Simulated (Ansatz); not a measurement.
Two isomers of FH5O2Si2: A = `O[SiH2]O[SiH2]F`, B = `O[Si](O)(F)[SiH3]`.

Gas-phase electronic energies from Ansatz, PBE0-D4/def2-TZVP geometries. CCSD(T)/CBS adds triple-zeta CCSD(T) − MP2 to the extrapolated MP2 energy (def2 sets, frozen cores). DFT in def2-TZVPP. B3LYP here is the variant with VWN-RPA as its local correlation; programs differ in this. Each species was taken in one conformer, which may not be the lowest.

A:

Z-matrix (Å, degrees):
```
Si
O 1 1.636
O 1 1.635 2 111.3
H 1 1.482 2 106.5 3 -121.1
H 1 1.478 2 109.7 3 116.4
Si 2 1.618 1 148.5 3 -105.6
H 3 0.958 1 118.5 2 -72.4
F 6 1.593 2 109.0 1 -99.2
H 6 1.477 2 109.1 1 143.7
H 6 1.480 2 110.7 1 18.6
```

B:

Z-matrix (Å, degrees):
```
Si
O 1 1.625
F 1 1.602 2 111.0
O 1 1.637 2 107.7 3 -116.6
Si 1 2.332 2 108.3 3 118.5
H 2 0.960 1 118.4 3 79.1
H 4 0.959 1 118.1 2 157.2
H 5 1.488 1 109.1 2 -180.0
H 5 1.486 1 110.6 2 -60.2
H 5 1.486 1 109.9 2 60.8
```

Q: Which is lower in electronic energy at CCSD(T)/CBS, and by how much? (An estimate is asked.)

A: Computed: A, by 24.8 kcal/mol.

Q: Give E(B) − E(A) in kcal/mol with CCSD(T)/def2-SVP, LDA (SPW92), B3LYP-D4, r2SCAN-D4, HF/def2-TZVPP, BLYP-D4, PBE0-D4. (Estimate.)

A: Ansatz gave: CCSD(T)/def2-SVP 23.7, LDA (SPW92) 17.2, B3LYP-D4 23.8, r2SCAN-D4 22.2, HF/def2-TZVPP 31.4, BLYP-D4 22.2, PBE0-D4 19.7. None reverses the order clearly.

Q: Does the order hold for the free energy at 298.15 K (harmonic terms from PBE0-D4)? (An estimate is asked.)

A: Computed: Yes: G(B) − G(A) = +25.7 kcal/mol, for one conformer each. Modes under 60 cm⁻¹, often nearly free rotors, make the harmonic entropy too high.

Largest T1 diagnostic: 0.013.

Leaving LDA and LC-ωPBE aside and taking each functional with its dispersion term where it has one, the values, not all of them listed here, spread over 9.5 kcal/mol, from revPBE-D4 to BHLYP-D4. From r2SCAN to r2SCAN0 (25 % exact exchange), in def2-TZVPP and without D4, E(B) − E(A) moves by +1.1 kcal/mol.
